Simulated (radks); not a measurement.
Valence configurations of F III (all share [He]). All-electron calculation, Dirac Kohn-Sham, PBE, spin-unpolarised, spherical densities, point nucleus; open shells fill j = l - 1/2 first. Program: a radial shooting solver on a logarithmic mesh with Libxc functionals. Energies are relative to 2s2 2p3; eigenvalues in eV.

| valence | E (eV) | e(2p1/2) | e(2p3/2) | e(2s1/2) |
|---|---|---|---|---|
| 2s2 2p3 | 0.000 | -49.046 | -48.959 | -67.978 |
| 2s1.5 2p3.5 | 9.519 | -48.899 | -48.813 | -67.870 |
| 2s1 2p4 | 19.057 | -48.763 | -48.677 | -67.771 |
| 2s0.5 2p4.5 | 28.612 | -48.637 | -48.551 | -67.681 |
| 2p5 | 38.186 | -48.520 | -48.435 | - |

NIST lists [He] 2s2 2p3 as the ground configuration; this level of theory agrees among the configurations tried. The energies are those of spherical spin-averaged densities, not of single terms.
